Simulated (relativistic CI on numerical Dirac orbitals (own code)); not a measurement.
Ti4+ in a cubic cluster: 2p photoemission with charge transfer

Computed with a charge-transfer multiplet model of a cubic metal-ligand cluster with up to 2 ligand holes, Slater and spin-orbit integrals from Dirac-Coulomb-Breit ions, Slater integrals scaled by 0.8. The ground state mixes d0 with configurations of k ligand holes L, whose averages lie at kΔ + k(k − 1)U_dd/2; a core hole lowers each added d electron by U_cd. 20 K, Lorentzian 0.6 eV and Gaussian 0.8 eV FWHM.

Atomic integrals in eV (Slater integrals scaled, ζ unscaled), ground: F2dd 6.578, F4dd 4.090, zeta_d 0.013; with the core hole: F2dd 6.578, F4dd 4.090, zeta_d 0.032, zeta_core 3.740, F2cd 5.066, G1cd 3.785, G3cd 2.149. Where a configuration has fewer than two d electrons, the dd integrals are those of d2.

Cluster parameters (eV): U_dd = 4.6, U_cd = 5.5, 10Dq = 0.45, 10Dq(ligand) = 0.9, V(eg) = 2.4, V(t2g) = -1.12, final-state hopping factor = 0.9.

| Case | n_d | d0 | d1L | d2L2 | S |
| --- | --- | --- | --- | --- | --- |
| Δ = 0.5 eV | 0.89 | 0.28 | 0.55 | 0.17 | 0.00 |
| Δ = 1.5 eV | 0.79 | 0.34 | 0.52 | 0.14 | 0.00 |
| Δ = 3.5 eV | 0.62 | 0.47 | 0.45 | 0.08 | 0.00 |

Weights, n_d and S are thermal averages at 20 K. Binding energies count from the first peak over 30 % of the highest in each spectrum, which can be another peak from case to case. The parameters are a model scan and need not match a compound or its usual spin state. Peaks in eV (height, largest 100):
- Δ = 0.5 eV: 0.0 (100), 3.5 (8), 6.1 (41), 10.7 (9)
- Δ = 1.5 eV: 0.0 (100), 3.8 (8), 6.1 (40), 10.1 (11)
- Δ = 3.5 eV: 0.0 (100), 6.0 (38), 9.3 (12), 15.3 (5)

A d0 ion has no d-d gap: its lowest excitations are ligand-to-metal charge transfer. With the core hole the configuration with one ligand hole lies at Δ − U_cd = -5.0, -4.0, -2.0 eV from the one without, in the order of the table; where this is negative the screened configuration lies lower, though the effective hopping of about 4.7 eV (from the holes of the mixed ground state) mixes the two strongly wherever it is as large as the gap.

With at most 2 ligand holes the space is cut while the next configuration still counts, so covalency is underestimated, and a final configuration with one more ligand hole, which can lie low, is missing from the spectra.
